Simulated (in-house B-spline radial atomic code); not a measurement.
A run on an ion of nuclear charge 69 with 69.7 electrons that did not converge. Method: scalar-relativistic (X2C) B3LYP, spin-polarised, spherical fractional occupations, Fermi nucleus of rms radius 5.2256 fm; computed with a B-spline radial code for spherical atoms.

Command:
```bash
python run_scf.py task.json out
```
Settings (nuclear radius in fm, mass in u):
```
Z                69
configuration    [Xe] 4f13.7 6s2
hamiltonian      x2c
method           b3lyp
spin_polarised   True
nucleus          fermi
rms_radius       5.2256
atomic_mass      168.93422
speed_of_light   137.035999084
```

First and last ten iterations of the last attempt (damped for 15 steps, keeping 80 % of the old Fock matrix, then DIIS):
```
 iter        energy (Eh)    residual
    1      -13565.788109    4.80e-01
    2      -13456.261096    1.01e+00
    3      -13560.401174    4.55e-01
    4      -13565.700532    1.87e-01
    5      -13567.151495    6.75e-02
    6      -13567.412434    3.99e-02
    7      -13567.468440    2.95e-02
    8      -13567.496550    2.16e-02
    9      -13567.513703    1.55e-02
   10      -13545.429701    4.68e-01
  111      -13567.448804    3.41e-02
  112      -13545.743803    4.55e-01
  113      -13545.988187    4.52e-01
  114      -13545.988439    4.52e-01
  115      -13567.502972    2.22e-02
  116      -13468.218683    8.83e-01
  117      -13468.193596    8.83e-01
  118      -13468.198260    8.83e-01
  119      -13468.270489    8.82e-01
  120      -13468.282149    8.82e-01
 not converged after 120 iterations
```

The smallest residual met was 1.5e-02; the threshold is about 7e-07. No energy from this run should be used. The likely cause: this method binds the added charge weakly or not at all at the basis-set limit, so charge moves back and forth between the atom and the box. Time taken, with all properties: 4.4 s on 1 thread of Arm Neoverse V2, on a shared host.
